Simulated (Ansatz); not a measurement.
C2H7NSi2, SMILES C[Si@@H]1N=C[SiH2]1.

Geometry optimised at B3LYP-D3(BJ)/def2-SVP. The structure was generated by enumeration; whether it is a known compound was not checked.

Two levels are set side by side: PBE/def2-SVPD (Ansatz, an electronic-structure program) and PBE0/def2-SVPD (Ansatz). Energy differences of separate SCF runs at the same geometry; the states with an electron removed or added have multiplicity 2 and 2. Differences are taken from unrounded values.

| quantity | PBE0 |
|---|---|
| vertical ionisation energy (eV) | 8.55 |
| vertical singlet–triplet gap (eV) | 2.83 |

Question: What does PBE give, and how far is it from PBE0? (The exact figures need the calculation; the answer reports its results.)

Answer: 
```tsv
quantity	PBE	PBE minus PBE0
vertical ionisation energy (eV)	8.43	-0.11
vertical singlet–triplet gap (eV)	2.83	0.00
```

Here PBE gives about what the other level gives.
